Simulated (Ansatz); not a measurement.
`C1O[SiH2]C[SiH2]1`. The species carries charge 0 and has multiplicity 1.

```xyz
13

C     0.5139   -0.0712    1.4822
O     1.3701   -0.6816    0.5158
Si    1.1344   -0.2475   -1.0664
C    -0.6875    0.1928   -1.1541
Si   -1.1959    0.1321    0.6578
H     0.9261    0.8948    1.8015
H     0.4851   -0.7151    2.3647
H     1.5405   -1.4008   -1.9060
H     1.9693    0.9349   -1.4200
H    -0.8415    1.1855   -1.5820
H    -1.2555   -0.5260   -1.7475
H    -1.9068    1.3549    1.1208
H    -2.0522   -1.0527    0.9332
```

Q: What are the harmonic wavenumbers in cm⁻¹ at PBE0-D4/def2-TZVP (Ansatz, finite differences of forces, unscaled)? (Estimate.)

A: The calculation gave: 50, 124, 360, 401, 495, 511, 579, 658, 671, 713, 725, 768, 776, 805, 851, 918, 945, 968, 978, 1004, 1087, 1237, 1284, 1395, 1475, 2200, 2214, 2220, 2240, 3021, 3092, 3097, 3149.

Q: Is this a minimum?

A: Yes, all 33 modes are real.

Q: Give the ideal-gas thermochemistry at 298.15 K and 1 bar (rigid rotor, harmonic oscillator; point group C1, symmetry number 1).

A: Zero-point energy 245.3 kJ/mol; H(298) − E = 265.4 kJ/mol; entropy 339.7 J/(mol·K), of which translation 166.8, rotation 112.1, vibration 60.8; G(298) − E = 164.1 kJ/mol. Modes under 100 cm⁻¹ are hindered rotations or soft bends, so the harmonic entropy is rough.
